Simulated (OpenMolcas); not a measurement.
An OpenMolcas run meant for Ar⁵⁺ (ANO-RCC-VDZP, X2C; inactive shells 1s 2s 2p; intended active space 3 electrons in 8 orbitals (3s 3p 4s 4p)). One step of its input:

```
&RASSCF
FileOrb=start.orb
Symmetry=2
Spin=5
nActEl=3 0 0
Inactive=2 3
Ras2=2 6
CIRoot=13 13 1
SDav=26
CIMx=300
Iter=50 100
PrWF=0.3
OrbListing=Nothing
MaxOrb=0
Atom
CIOnly
>>> COPY $Project.JobIph JOB001
```

Lines from the output:

```
--- SEWARD ---
Basis set label: AR.ANO-RCC...4S3P1D.

      Electronic valence basis set:
      ------------------
      Associated Effective Charge  18.000000 au
      Associated Actual Charge     18.000000 au
      Nuclear Model: Point charge

      Shell  nPrim  nBasis  Cartesian Spherical Contaminant
         s      17       4        X
         p      12       3        X
         d       5       1                 X
RX2C
                  Relativistic X2C integrals
                  Atomic mean-field integrals
--- RASSCF ---

 Nr of active orbitals     NAC=   8
 Spin degeneracy         ISPIN=   5
 There can be no such wave function.
 ************************************************
--- Stop Module: rasscf at  /rc=_RC_INPUT_ERROR_ ---
.####################.
.# User input error #.
.####################.
```

Problem. What is wrong with the input?

Solution. The spin multiplicity does not fit the number of active electrons: an even count needs an odd multiplicity and the reverse.
